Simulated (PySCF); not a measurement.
Species: C₅H₆OS.
Geometry (PBE0-D3(BJ)/def2-SVP, Å), atoms numbered from 1 in this order:
```xyz
13
C5H6OS angstrom
C      2.0618   -0.4530    0.1774
O      1.2782    0.7065    0.1863
C     -0.0582    0.5592    0.1063
C     -0.7729   -0.6779    0.0254
C     -2.1282   -0.4835   -0.0427
S     -2.5401    1.1772   -0.0100
C     -0.8954    1.6521    0.0958
H      3.1087   -0.1303    0.2452
H      1.9299   -1.0325   -0.7541
H      1.8372   -1.1090    1.0376
H     -0.3119   -1.6649    0.0178
H     -2.9063   -1.2422   -0.1110
H     -0.6027    2.6983    0.1474
```

NICS = −σ at a ghost point: NICS(0) at the centroid of the ring atoms, NICS(1) 1 Å to either side along the normal of their mean plane, zz for the tensor component along that normal. Level: GIAO PBE0/pcSseg-1 (PySCF, non-relativistic, gas phase) on the PBE0-D3(BJ)/def2-SVP geometry, one conformer.

Ring bond lengths (Å), with Mayer bond orders in brackets: C3–C4 1.431 (1.23), C4–C5 1.371 (1.55), C5–S6 1.711 (1.20), S6–C7 1.715 (1.16), C7–C3 1.377 (1.55).

Task: What do the NICS probes read (ppm)?

Result: 
| ring | type | NICS(0) | NICS(1), two faces | NICS(1)zz, two faces | rms pucker (Å) | centre to ring atoms, mean (Å) |
| --- | --- | --- | --- | --- | --- | --- |
| C3–C4–C5–S6–C7 | 5-membered ring with S; formal bonds all aromatic | -14.2 | -11.4 / -11.4 | -26.5 / -26.5 | 0.00 | 1.29 |

Task: What do they say, and how far can they be read as aromaticity?

Result: 
- C3–C4–C5–S6–C7: mean NICS(1)zz -26.5 ppm, shielded. The ring is flat and has no four-coordinate atom; by the NICS criterion it is aromatic.

Task: How equal are the bonds by HOMA? Use HOMA with the parameters of Krygowski (1993).

Result: 
- C3–C4–C5–S6–C7: HOMA 0.83; the largest term is that of C3–C4, α(R − Ropt)² = 0.48. The geometric and the magnetic index point the same way.

Task: At the first NICS(1) probe listed for ring C3–C4–C5–S6–C7, 1 Å off the ring, what do the in-plane components average?

Result: The isotropic value is a third of the trace: (3 × -11.4 − (-26.5))/2 = -3.9 ppm.
